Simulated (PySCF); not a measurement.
Harmonic spectrum computed at PBE0 in the def2-TZVP basis family (core potentials from Rb on, PySCF, no spin–orbit coupling):

```json
{"symmetry": "πu", "ω (cm⁻¹)": "132", "IR (km/mol, summed over degenerate members)": "10.0"}
{"symmetry": "σg+", "ω (cm⁻¹)": "497", "IR (km/mol, summed over degenerate members)": "0.0"}
{"symmetry": "σu+", "ω (cm⁻¹)": "673", "IR (km/mol, summed over degenerate members)": "95.8"}
```

Task: Which molecule gave it? In each, all ligands are bound to the one heavy central atom.
A. GeS₂ (singlet)
B. SiS₂ (singlet)
C. SnS₂ (singlet)
D. SeS₂ (singlet)

Result: A. It has D∞h symmetry with Ge–S 1.996 Å (×2).
